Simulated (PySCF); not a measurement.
A run for PySCF: D3(BJ) and D4 dispersion corrections on BHI2O (SMILES OB(I)I), a point of a torsion scan.

```python
from pyscf import gto
from pyscf.dispersion import dftd3, dftd4

mol = gto.M(
    atom='''
    O    -0.78061896   -0.71717297   -0.25415108
    B     0.28972280    0.02527365   -0.12607445
    I     0.80001386    1.35205178   -1.70637049
    I     1.47809376   -0.01112825    1.65175783
    H    -1.59389341   -0.83180308    0.22332985
    ''',
    basis='def2-svp',
    charge=0, spin=0, verbose=0, max_memory=1800)
d3, d4 = {}, {}
for xc in ['hf', 'pbe', 'blyp', 'revpbe', 'tpss', 'r2scan', 'b3lyp', 'pbe0', 'bhlyp', 'camb3lyp', 'b2plyp']:
    d3[xc] = float(dftd3.DFTD3Dispersion(mol, xc=xc, version='d3bj', atm=False).get_dispersion()['energy'])
    print(f'D3(BJ) {xc:10s} {d3[xc]:14.8f} Eh')
for xc in ['hf', 'pbe', 'blyp', 'revpbe', 'tpss', 'r2scan', 'b3lyp', 'pbe0', 'bhlyp', 'camb3lyp', 'b2plyp']:
    d4[xc] = float(dftd4.DFTD4Dispersion(mol, xc={'camb3lyp': 'cam-b3lyp'}.get(xc, xc), atm=True).get_dispersion()['energy'])
    print(f'D4     {xc:10s} {d4[xc]:14.8f} Eh')
```

The log:

```
D3(BJ) hf            -0.03857342 Eh
D3(BJ) pbe           -0.00533476 Eh
D3(BJ) blyp          -0.01297536 Eh
D3(BJ) revpbe        -0.01218569 Eh
D3(BJ) tpss          -0.00728031 Eh
D3(BJ) r2scan        -0.00146210 Eh
D3(BJ) b3lyp         -0.01094902 Eh
D3(BJ) pbe0          -0.00514941 Eh
D3(BJ) bhlyp         -0.00989171 Eh
D3(BJ) camb3lyp      -0.00560691 Eh
D3(BJ) b2plyp        -0.00596030 Eh
D4     hf            -0.01911268 Eh
D4     pbe           -0.00615940 Eh
D4     blyp          -0.01320657 Eh
D4     revpbe        -0.01481026 Eh
D4     tpss          -0.00827874 Eh
D4     r2scan        -0.00126759 Eh
D4     b3lyp         -0.01029637 Eh
D4     pbe0          -0.00527415 Eh
D4     bhlyp         -0.00970489 Eh
D4     camb3lyp      -0.00556354 Eh
D4     b2plyp        -0.00425867 Eh
```

The run finished.

Cost: about 0.020 core-seconds (a rough figure).
